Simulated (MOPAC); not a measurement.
MOPAC input (PM6):

```
PM6 PRECISE GNORM=0.05 LET XYZ CHARGE=-1 GEO-OK AUX(PRECISION=9) THREADS=1
C2H8GeN

C    -1.94985600 1   -0.12542300 1    0.30106400 1
N    -0.75538600 1    0.59690800 1   -0.03974400 1
C    -0.56333500 1    1.70354600 1    0.85705100 1
Ge    0.80361100 1   -0.58274700 1   -0.36928100 1
H    -2.84760100 1    0.51560400 1    0.22516100 1
H    -1.95038300 1   -0.53277700 1    1.33774500 1
H    -2.08435400 1   -0.97332900 1   -0.37640300 1
H    -0.42618000 1    1.39392100 1    1.91613000 1
H    -1.42910300 1    2.39478300 1    0.83855700 1
H     0.32643400 1    2.26680800 1    0.57212000 1
H     1.23653400 1   -0.72562100 1    1.21300600 1
H     1.82596200 1    0.66143800 1   -0.57982000 1
```

Output:

```
 *******************************************************************************
 **                                                                           **
 **                              MOPAC v23.2.5                                **
 **                                                                           **
 *******************************************************************************
 ** MOPAC's Digital Object Identifier: https://doi.org/10.5281/zenodo.6511958 **
 **                                                                           **
 ** Please cite the open-source release paper for use of this MOPAC version:  **
 ** J. E. Moussa and J. J. P. Stewart (2026)                                  **
 ** MOPAC: An open-source semiempirical molecular orbital program             **
 ** J. Open Source Softw., 11(119), 8025, https://doi.org/10.21105/joss.08025 **
 *******************************************************************************

                              PM6 CALCULATION RESULTS

 *******************************************************************************
 *  PM6        - The PM6 Hamiltonian to be used
 *  GEO-OK     - OVERRIDE INTERATOMIC DISTANCE AND OTHER SAFETY CHECKS
 *
 *
 *
 *                 CHARGE ON SYSTEM = -1
 *
 *
 *
 *  LET        - OVERRIDE SOME SAFETY CHECKS
 *  PRECISE    - TIGHTER CRITERIA TO BE USED
 *  XYZ        - CARTESIAN COORDINATE SYSTEM TO BE USED
 *  GNORM      - EXIT WHEN GRADIENT NORM DROPS BELOW 0.050
 *  AUX        - OUTPUT AUXILIARY INFORMATION
 *******************************************************************************
PM6 PRECISE GNORM=0.05 LET XYZ CHARGE=-1 GEO-OK AUX(PRECISION=9) THREADS=1
 C2H8GeN

   ATOM   CHEMICAL          X               Y               Z
  NUMBER   SYMBOL      (ANGSTROMS)     (ANGSTROMS)     (ANGSTROMS)

     1       C         -1.94985600  *  -0.12542300  *   0.30106400  *
     2       N         -0.75538600  *   0.59690800  *  -0.03974400  *
     3       C         -0.56333500  *   1.70354600  *   0.85705100  *
     4      Ge          0.80361100  *  -0.58274700  *  -0.36928100  *
     5       H         -2.84760100  *   0.51560400  *   0.22516100  *
     6       H         -1.95038300  *  -0.53277700  *   1.33774500  *
     7       H         -2.08435400  *  -0.97332900  *  -0.37640300  *
     8       H         -0.42618000  *   1.39392100  *   1.91613000  *
     9       H         -1.42910300  *   2.39478300  *   0.83855700  *
    10       H          0.32643400  *   2.26680800  *   0.57212000  *
    11       H          1.23653400  *  -0.72562100  *   1.21300600  *
    12       H          1.82596200  *   0.66143800  *  -0.57982000  *

          CARTESIAN COORDINATES

    NO.       ATOM           X           Y           Z

     1         C         -1.9499     -0.1254      0.3011
     2         N         -0.7554      0.5969     -0.0397
     3         C         -0.5633      1.7035      0.8571
     4        Ge          0.8036     -0.5827     -0.3693
     5         H         -2.8476      0.5156      0.2252
     6         H         -1.9504     -0.5328      1.3377
     7         H         -2.0844     -0.9733     -0.3764
     8         H         -0.4262      1.3939      1.9161
     9         H         -1.4291      2.3948      0.8386
    10         H          0.3264      2.2668      0.5721
    11         H          1.2365     -0.7256      1.2130
    12         H          1.8260      0.6614     -0.5798

 General Reference for PM6:
 "Optimization of Parameters for Semiempirical Methods V: Modification of NDDO Approximations
 and Application to 70 Elements", J. J. P. Stewart, J. Mol. Mod., 13, 1173-1213 (2007)
 URL: https://link.springer.com/article/10.1007/s00894-007-0233-4

           Empirical Formula: C2 H8 N Ge  =    12 atoms

      MOLECULAR POINT GROUP   :   C1

      RHF CALCULATION, NO. OF DOUBLY OCCUPIED LEVELS = 13

          Geometry optimization using EF

          DIAGONAL MATRIX USED AS START HESSIAN

 CYCLE:     1  GRAD.:   134.789 HEAT:  11.07651
 CYCLE:     2  GRAD.:   132.217 HEAT:  7.325322
 CYCLE:     3  GRAD.:    75.460 HEAT:  1.031335
 CYCLE:     4  GRAD.:   159.912 HEAT:  3.529203
 CYCLE:     5  GRAD.:   254.804 HEAT:  15.97337
 CYCLE:     6  GRAD.:   131.823 HEAT:  3.684140
 CYCLE:     7  GRAD.:   222.398 HEAT:  14.12308
 CYCLE:     8  GRAD.:    99.439 HEAT: -1.586875
 CYCLE:     9  GRAD.:   163.896 HEAT:  9.047731
 CYCLE:    10  GRAD.:    84.818 HEAT: -2.351981
 CYCLE:    11  GRAD.:   172.816 HEAT:  7.717918
 CYCLE:    12  GRAD.:    47.779 HEAT: -5.084881
 CYCLE:    13  GRAD.:   108.816 HEAT:-0.9473210E-01
 CYCLE:    14  GRAD.:    27.844 HEAT: -5.943595
 CYCLE:    15  GRAD.:    80.201 HEAT: -3.311487
 CYCLE:    16  GRAD.:    18.384 HEAT: -6.315412
 CYCLE:    17  GRAD.:    51.320 HEAT: -5.171781
 CYCLE:    18  GRAD.:    15.042 HEAT: -6.487123
 CYCLE:    19  GRAD.:    43.311 HEAT: -5.743696
 CYCLE:    20  GRAD.:     5.350 HEAT: -6.690030
 CYCLE:    21  GRAD.:     5.488 HEAT: -6.754844
 CYCLE:    22  GRAD.:     6.204 HEAT: -6.911276
 CYCLE:    23  GRAD.:    11.754 HEAT: -7.052382
 CYCLE:    24  GRAD.:     3.174 HEAT: -7.137083
 CYCLE:    25  GRAD.:     2.224 HEAT: -7.151523
 CYCLE:    26  GRAD.:     2.166 HEAT: -7.165155
 CYCLE:    27  GRAD.:     2.639 HEAT: -7.193987
 CYCLE:    28  GRAD.:     1.832 HEAT: -7.212642
 CYCLE:    29  GRAD.:     2.063 HEAT: -7.227253
 CYCLE:    30  GRAD.:     2.934 HEAT: -7.253787
 CYCLE:    31  GRAD.:     3.295 HEAT: -7.301254
 CYCLE:    32  GRAD.:     9.702 HEAT: -7.336467
 CYCLE:    33  GRAD.:     7.188 HEAT: -7.363135
 CYCLE:    34  GRAD.:     4.185 HEAT: -7.380620
 CYCLE:    35  GRAD.:     2.093 HEAT: -7.412162
 CYCLE:    36  GRAD.:     3.680 HEAT: -7.424829
 CYCLE:    37  GRAD.:     2.915 HEAT: -7.436162
 CYCLE:    38  GRAD.:     1.366 HEAT: -7.443234
 CYCLE:    39  GRAD.:     1.748 HEAT: -7.444681
 CYCLE:    40  GRAD.:     0.500 HEAT: -7.447049
 CYCLE:    41  GRAD.:     0.445 HEAT: -7.448432
 CYCLE:    42  GRAD.:     0.484 HEAT: -7.449518
 CYCLE:    43  GRAD.:     0.251 HEAT: -7.449843
 CYCLE:    44  GRAD.:     0.222 HEAT: -7.450019
 CYCLE:    45  GRAD.:     0.356 HEAT: -7.450298
 CYCLE:    46  GRAD.:     0.522 HEAT: -7.450797
 CYCLE:    47  GRAD.:     0.505 HEAT: -7.451467
 CYCLE:    48  GRAD.:     0.193 HEAT: -7.451835
 CYCLE:    49  GRAD.:     0.145 HEAT: -7.451920
 CYCLE:    50  GRAD.:     0.097 HEAT: -7.451981
 CYCLE:    51  GRAD.:     0.135 HEAT: -7.452045
 CYCLE:    52  GRAD.:     0.151 HEAT: -7.452098
 CYCLE:    53  GRAD.:     0.088 HEAT: -7.452139
 CYCLE:    54  GRAD.:     0.036 HEAT: -7.452164

     GRADIENT =  0.03623 IS LESS THAN CUTOFF =  0.05000

 -------------------------------------------------------------------------------
 PM6 PRECISE GNORM=0.05 LET XYZ CHARGE=-1 GEO-OK AUX(PRECISION=9) THREADS=1
 C2H8GeN

     GEOMETRY OPTIMISED USING EIGENVECTOR FOLLOWING (EF).
     SCF FIELD WAS ACHIEVED

                              PM6 CALCULATION
                                                       MOPAC v23.2.5 Linux

          FINAL HEAT OF FORMATION =         -7.45216 KCAL/MOL =     -31.17985 KJ/MOL

          COSMO AREA              =        127.09 SQUARE ANGSTROMS
          COSMO VOLUME            =        119.68 CUBIC ANGSTROMS

          GRADIENT NORM           =          0.03623          =       0.01046 PER ATOM
          IONIZATION POTENTIAL    =          2.072070 EV
          HOMO LUMO ENERGIES (EV) =         -2.072  6.177
          NO. OF FILLED LEVELS    =         13
          MOLECULAR WEIGHT        =        118.6819         POINT GROUP:  C1

          MOLECULAR DIMENSIONS (Angstroms)

            Atom       Atom       Distance
            H    12    H     5     4.68009
            H    10    H     7     3.95271
            H    12    H    11     2.44370

          SCF CALCULATIONS        =         55

   ATOM   CHEMICAL          X               Y               Z
  NUMBER   SYMBOL      (ANGSTROMS)     (ANGSTROMS)     (ANGSTROMS)

     1       C         -1.94225881  *  -0.16977135  *   0.22852942  *
     2       N         -0.72911723  *   0.63023612  *  -0.09267927  *
     3       C         -0.54923760  *   1.70714177  *   0.91984709  *
     4      Ge          0.78037981  *  -0.46656202  *  -0.20615706  *
     5       H         -2.82743978  *   0.48015427  *   0.15485606  *
     6       H         -1.94700745  *  -0.65132536  *   1.21720400  *
     7       H         -2.04263400  *  -0.96850653  *  -0.52760247  *
     8       H         -0.43237990  *   1.36852172  *   1.95958502  *
     9       H         -1.41761741  *   2.38271439  *   0.87672448  *
    10       H          0.34433304  *   2.29496240  *   0.65462866  *
    11       H          1.45193558  *  -0.81571666  *   1.07797346  *
    12       H          1.54645324  *  -0.05954474  *  -1.42027475  *

                             CARTESIAN COORDINATES

   1    C       -1.942258809    -0.169771348     0.228529416
   2    N       -0.729117227     0.630236115    -0.092679274
   3    C       -0.549237596     1.707141766     0.919847094
   4   Ge        0.780379805    -0.466562018    -0.206157059
   5    H       -2.827439780     0.480154272     0.154856062
   6    H       -1.947007446    -0.651325361     1.217203999
   7    H       -2.042634000    -0.968506532    -0.527602474
   8    H       -0.432379903     1.368521716     1.959585017
   9    H       -1.417617406     2.382714393     0.876724482
  10    H        0.344333037     2.294962399     0.654628659
  11    H        1.451935576    -0.815716658     1.077973458
  12    H        1.546453240    -0.059544737    -1.420274752

           Empirical Formula: C2 H8 N Ge  =    12 atoms

      MOLECULAR POINT GROUP   :   C1

                  EIGENVALUES
 -25.05441 -20.26466 -16.99655 -12.68721 -10.74830 -10.63104 -10.15043  -9.12798
  -7.99379  -7.40304  -6.36510  -3.76999  -2.07207   6.17670   8.21770   8.59167
   9.19740   9.44946   9.82092   9.99889  10.12284  10.24110  10.63723  11.01571

              NET ATOMIC CHARGES AND DIPOLE CONTRIBUTIONS

  ATOM NO.   TYPE          CHARGE      No. of ELECS.   s-Pop       p-Pop
    1          C          -0.304822        4.3048     1.08523     3.21959
    2          N          -0.193200        5.1932     1.63852     3.55468
    3          C          -0.315281        4.3153     1.08630     3.22899
    4         Ge          -1.235957        5.2360     1.26884     3.96712
    5          H           0.096419        0.9036     0.90358
    6          H           0.101838        0.8982     0.89816
    7          H           0.155764        0.8442     0.84424
    8          H           0.099565        0.9004     0.90043
    9          H           0.101148        0.8989     0.89885
   10          H           0.142070        0.8579     0.85793
   11          H           0.162139        0.8379     0.83786
   12          H           0.190315        0.8097     0.80969
 DIPOLE           X         Y         Z       TOTAL
 POINT-CHG.    -1.736     1.614     1.269     2.689
 HYBRID         0.260     0.865     1.376     1.646
 SUM           -1.476     2.480     2.644     3.914

          ATOMIC ORBITAL ELECTRON POPULATIONS

     Atom    s        px        py        pz
    1  C   1.08523   1.00099   1.08627   1.13234
    2  N   1.63852   1.04054   1.10548   1.40866
    3  C   1.08630   1.12785   1.04841   1.05273
    4 Ge   1.26884   1.13413   1.63389   1.19910
    5  H   0.90358
    6  H   0.89816
    7  H   0.84424
    8  H   0.90043
    9  H   0.89885
   10  H   0.85793
   11  H   0.83786
   12  H   0.80969

 **********************
 *                    *
 * JOB ENDED NORMALLY *
 *                    *
 **********************

 == MOPAC DONE ==
```

The dipole moment of an ion depends on the origin.

The geometry given is a B3LYP-D3(BJ)/def2-TZVP minimum.
